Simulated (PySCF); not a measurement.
Method: PySCF 2.14.0 with r2SCAN-D4/def2-TZVP // r2SCAN-D4/def2-SVP. Gas-phase values, no solvent. One relaxed conformer stands for a flexible species; it need not be the lowest. Delta-SCF ions had no search for a lower state. Excitations are Tamm–Dancoff values on a coarser integration grid. The basis has no diffuse functions, so Rydberg states are missing or too high.

Reference species (SMILES): `[SiH3][GeH2][SiH3]` (neutral, multiplicity 1).

| Property | Result |
|---|---|
| vertical ionisation energy (Delta-SCF) | 9.69 eV |
| brightest of the four lowest singlets (TDA) | 7.08 eV |
| LUMO | -0.64 eV |

Changed species: `[GeH2]([GeH2][SiH3])[GeH2][GeH2][GeH2][SiH3]` (n = 5; the reference has n = 1).

Give the shifts of the vertical ionisation energy (Delta-SCF), brightest of the four lowest singlets (TDA) and LUMO.

the vertical ionisation energy (Delta-SCF) falls by 1.51 eV, to 8.18 eV; the brightest of the four lowest singlets (TDA) falls by 1.74 eV, to 5.34 eV; the LUMO falls by 0.92 eV, to -1.56 eV.
